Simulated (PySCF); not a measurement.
Start geometry of `C#CB(N)N(C)C` from GFN2-xTB (Å):
```
atom  x, y, z in Å
C1     2.591   -1.150   -1.363
C2     1.765   -0.549   -0.684
B3     0.776    0.220    0.208
N4     1.393    1.107    1.154
N5    -0.594    0.016    0.059
C6    -1.157   -0.859   -0.922
C7    -1.605    0.676    0.843
H8     3.275   -1.634   -1.978
H9     0.840    1.678    1.823
H10    2.350    1.220    1.249
H11   -1.770   -1.644   -0.433
H12   -0.350   -1.338   -1.477
H13   -1.827   -0.301   -1.623
H14   -2.289   -0.059    1.320
H15   -2.240    1.310    0.204
H16   -1.178    1.306    1.632
```

Problem. What comes out of this run: PBE0-D3(BJ)/def2-SVP geometry optimisation, gas phase (PySCF 2.14.0)?

Solution. 
```
atom  x, y, z in Å
C1     2.6065   -1.2237   -1.2793
C2     1.7929   -0.5894   -0.6334
B3     0.7872    0.2354    0.2144
N4     1.3315    1.1799    1.1175
N5    -0.6078    0.0124    0.0582
C6    -1.1571   -0.8932   -0.9165
C7    -1.6068    0.7013    0.8271
H8     3.3221   -1.7815   -1.8557
H9     0.7916    1.8181    1.6825
H10    2.3296    1.2933    1.2086
H11   -1.7820   -1.6707   -0.4373
H12   -0.3508   -1.3925   -1.4682
H13   -1.7980   -0.3641   -1.6475
H14   -2.3180   -0.0123    1.2831
H15   -2.2008    1.4019    0.2088
H16   -1.1584    1.2756    1.6486
```

The energy falls by 0.150 eV over 10 energy and gradient evaluations, the largest force component goes from 0.0692 to 2.9e-04 Eh/bohr, and the atoms move by 0.063 Å rms after alignment. The bond that changes most is N4–H10 (boron-bound nitrogen to N–H hydrogen), which lengthens by 0.040 Å. Bonds longer at the end by more than 0.005 Å: 7 of 15; shorter: 5. Among the angles that change most is B3–N4–H10, from 124.1° to 120.9°. Rotational constants go from 3889, 2025, 1355 to 3860, 2013, 1346 MHz. The orientation of the end geometry is arbitrary; only internal coordinates are fixed.

The run used 143 basis functions and 67 SCF cycles in all.

No frequency check.
